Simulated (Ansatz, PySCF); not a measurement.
ClH₃OSiZn. Atoms are numbered in the order given.

```xyz
7

Zn     0.1301    -0.4775     0.0000
Cl    -0.2010    -2.5527     0.0000
O      0.5077     1.2470     0.0000
Si    -0.2265     2.7237     0.0000
H     -1.0944     2.9091     1.2065
H      0.8113     3.7946     0.0000
H     -1.0944     2.9091    -1.2065
```

The structure is a stationary point at B3LYP-D3(BJ)/def2-SVP. The structure was generated by enumeration; whether it is a known compound was not checked. Other conformers were not sampled.

Vertical ionisation energy (IE) and electron affinity (EA) in eV. Rows of orbital energies are one-electron estimates. Where ΔSCF, EOM or ADC give a negative EA the extra electron is unbound and the value depends on the basis.

| level | IE | EA |
|---|---|---|
| −ε(HOMO), −ε(LUMO), PBE0/def2-TZVP (PySCF) | 8.53 | 1.68 |
| −ε(HOMO), −ε(LUMO), PBE/def2-TZVP (PySCF) | 7.11 | 2.62 |
| ΔSCF, PBE0/def2-SVPD (Ansatz), final states of multiplicity 2 and 2 | 10.51 | 0.23 |
| ΔSCF, PBE/def2-SVPD (Ansatz), final states of multiplicity 2 and 2 | 9.98 | 0.38 |

Question: What vertical singlet–triplet gap does ΔSCF give with PBE0/def2-SVPD (Ansatz, a first-principles code) and with PBE/def2-SVPD (Ansatz)? (An estimate is asked for; the answer gives what the named calculation found.)

Answer: 5.31 and 4.66 eV (triplet above singlet where positive).
